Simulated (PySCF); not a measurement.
A structure optimised at PBE0-D3(BJ)/def2-SVP, used in a PySCF frequency run:

```
N
H 1 1.0171
Si 1 1.7433 2 115.30
Si 1 1.7433 2 115.30 3 174.76
H 4 1.4947 1 106.85 2 163.38
H 3 1.4947 1 106.85 2 -163.38
H 3 1.4984 6 109.43 1 -118.09
H 4 1.4984 5 109.43 1 118.09
C 3 1.8777 6 109.45 7 -118.67
H 9 1.1013 3 110.79 6 -59.00
H 9 1.1015 10 107.95 3 121.85
H 9 1.1019 10 108.18 11 116.48
C 4 1.8777 5 109.45 8 118.67
H 13 1.1013 4 110.79 5 59.00
H 13 1.1015 14 107.95 4 -121.85
H 13 1.1019 14 108.18 15 -116.48
```
Charge 0, spin multiplicity 1.

Problem. Write its SMILES, formula and point group.

Solution. C[SiH2]N[SiH2]C, C2H11NSi2, Cs

Problem. What are its rotational constants (standard atomic weights)?

Solution. 5.4307, 1.4560, 1.2475 GHz
